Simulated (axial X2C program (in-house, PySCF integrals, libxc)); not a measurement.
Low determinants of MgIn at the PBE0 level, two-component

Computed with an in-house relativistic program for diatomic molecules. Two-component (2c) means X2C with spin–orbit coupling and atomic mean-field two-electron Coulomb and Gaunt terms. Basis: In dyall-cv3z [11s12p9d4f1g], Mg dyall-cv3z [9s8p6d3f] (cores contracted in-house); Gaussian nuclei, density fitting, unrestricted open shells. Masses: In 114.904 u, Mg 23.985 u.

Search at 3.055 Å (vertical energies from the lowest determinant):

| ΔE (eV) | state | electrons beyond evenly filled partner blocks | electrons in ±ω = 1/2, 3/2, 5/2, 7/2 |
| --- | --- | --- | --- |
| 0.00 | Ω = 1/2 | ω = 1/2 | 41 16 4 0 |
| 0.18 | Ω = 3/2 | ω = 3/2 | 40 17 4 0 |
| 1.67 | Ω = 5/2 | 2 × ω = 1/2, ω = 3/2 | 40 17 4 0 |
| 1.94 | Ω = 3/2 | 3 × ω = 1/2 | 41 16 4 0 |
| 2.05 | Ω = 1/2 | 2 × ω = -1/2, ω = 3/2 | 40 17 4 0 |
| 5.92 | Ω = 5/2 | ω = 5/2 | 40 16 5 0 |

Lowest determinant, Ω = 1/2 (⟨Sz⟩ = -0.45, ⟨Lz⟩ = 0.95 at PBE0): Re = 3.032 Å, ωe = 143.0 cm⁻¹.

The determinant in row 2 of the search, Ω = 3/2 (⟨Sz⟩ = 0.50, ⟨Lz⟩ = 1.00 at PBE0), was followed along the bond at PBE0; measured from the minimum of the lowest determinant it gives:

Te = 0.175 eV (1408 cm⁻¹), Re = 2.998 Å, ωe = 156.2 cm⁻¹.

Question: Compare the bond of the determinant in row 2 with that of the lowest one.

Answer: At PBE0 its Re is 0.034 Å shorter and its force constant, which goes as ωe², is 1.19 times that of the lowest determinant. T0 ≈ Te + Δωe/2 = 1408 + (7) = 1415 cm⁻¹.

The search compares states at one distance, so a state with another bond length can lie lower; it is not exhaustive and yields mostly the lowest determinant of each block pattern, so other components and higher states of one pattern are missing. These are energies of single determinants, not of spin-adapted states; PBE0 term energies can be off by some tenths of an eV, and the functional has no current term. The lowest determinant need not be the ground state where others lie within half an eV.
